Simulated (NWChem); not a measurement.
System: C$_{3}$H$_{3}$Cl$_{2}$F; SMILES C(=C(F)C)(Cl)Cl

```xyz
9

C     -1.1935     1.9814     0.0000
C     -0.0102     1.0912     0.0000
F      1.1518     1.7414     0.0000
C      0.0146    -0.2517     0.0000
Cl    -1.4213    -1.2025     0.0000
Cl     1.4958    -1.1199     0.0000
H     -1.1703     2.6332    -0.8880
H     -1.1703     2.6332     0.8880
H     -2.1260     1.4070     0.0000
```
Atoms are numbered in this order, from 1.

Level: PBE0/def2-SVP (NWChem), optimised geometry, unscaled harmonic frequencies. 

| frequency (cm⁻¹) | IR intensity (km/mol) |
|---|---|
| 136 | 0.8 |
| 153 | 1.6 |
| 206 | 1.8 |
| 275 | 0.2 |
| 323 | 0.4 |
| 386 | 1.6 |
| 458 | 3.3 |
| 554 | 0.7 |
| 581 | 11.5 |
| 941 | 25.1 |
| 1002 | 146.4 |
| 1043 | 3.5 |
| 1056 | 59.8 |
| 1314 | 60.5 |
| 1410 | 38.5 |
| 1443 | 5.9 |
| 1443 | 9.5 |
| 1767 | 20.6 |
| 3063 | 9.8 |
| 3143 | 2.2 |
| 3213 | 0.3 |

| Item | Result |
|---|---|
| zero-point energy | 34.2 kcal/mol |
| thermal correction to the enthalpy at 298.15 K (with zero-point energy) | 38.9 kcal/mol |
| heat capacity Cv | 21.9 cal/(mol K) |
| entropy at 298.15 K and 1 atm (symmetry number 1) | 82.4 cal/(mol K) |
| dipole moment | 1.92 D |

Rigid rotor and harmonic oscillator.
